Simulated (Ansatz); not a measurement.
## Which method gave which barrier?

Saddle point of BH$_{4}$ClO$_{3}$, singlet (BH₂ClO₂ ([OH][B]([OH])[Cl]) + H₂O → BH₃O₃ ([OH][B]([OH])[OH]) + HCl; bonds formed: B1–O6, Cl2–H5; bonds broken: B1–Cl2, H5–O6), PBE0-D4/def2-TZVP structure:

```xyz
9
angstrom
B -0.3203 0.1660 -0.0351
Cl 1.0066 -1.5023 -1.0492
O -0.5551 1.0343 -1.0484
O -1.3030 -0.3657 0.7341
H 1.4302 -0.4439 0.2583
O 0.9454 0.3462 0.8078
H 0.1772 1.1284 -1.6611
H -2.1498 -0.4042 0.2838
H 0.7690 0.0412 1.7096
```

Computed with Ansatz 0.2.0 (basis: def2-TZVPP, with def2-QZVPP for the basis limit); correlated methods freeze the cores. Extrapolation: Hartree–Fock as exp(−7.88 √X), correlation as X^−2.97. Four methods, as single points on the PBE0-D4 structures, gave these electronic barriers from the start structure: 3.52, 12.27, 17.28, 24.11 kcal/mol.

(1) The methods were, in alphabetical order, BHLYP-D4, HF, r2SCAN-D4, SPW92. Which gave which? (Judge from chemistry; the calculation decides.)

T1 diagnostic: at most 0.012.

Results:

(1) By the calculation: SPW92 3.52; r2SCAN-D4 12.27; BHLYP-D4 17.28; HF 24.11 kcal/mol. For comparison, CCSD(T) at an estimated basis limit (MP2 extrapolated from triple and quadruple zeta, plus CCSD(T) − MP2 in triple zeta) gives 17.17 kcal/mol.

The step is the kind of ligand exchange by which a precursor binds to a hydroxyl group, or is hydrolysed, in atomic layer deposition of oxides.

Labels in which every atom is bracketed show which atoms are joined, not bond orders.

For scale, one of the runs: CCSD(T)/def2-TZVPP, 222 basis functions, launched by `ansatz run in.yaml --threads 4 --pin off --events-out ev --progress --plain --max-ram 9574MiB`. The run took 120 s on 4 CPU threads of an Arm Neoverse V1 (shared host), with 3.7 GiB of host memory at its peak.
